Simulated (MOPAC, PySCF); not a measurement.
Proton-shift isomers of NC=S. Gas-phase values, no solvent. One relaxed conformer stands for each flexible species; it need not be the lowest. Strings in code marks are SMILES.

Quantity: vertical ionisation energy (energy after one electron is removed minus that of the parent at the parent's geometry), in eV.

Level 1: PBE/6-31G* // PBE-D3(BJ)/def2-TZVP (PySCF)
Level 2: minus the HOMO energy of AM1 // PBE-D3(BJ)/def2-TZVP (MOPAC)
Level 3: minus the HOMO energy of HF/STO-3G // PBE-D3(BJ)/def2-TZVP (PySCF)
Level 4: minus the HOMO energy of PM7 // PBE-D3(BJ)/def2-TZVP (MOPAC)

| species | level 1 | level 2 | level 3 | level 4 |
|---|---|---|---|---|
| `NC=S` (H–N–C–S torsion 0°) | 8.52 | 8.55 | 5.47 | 8.61 |
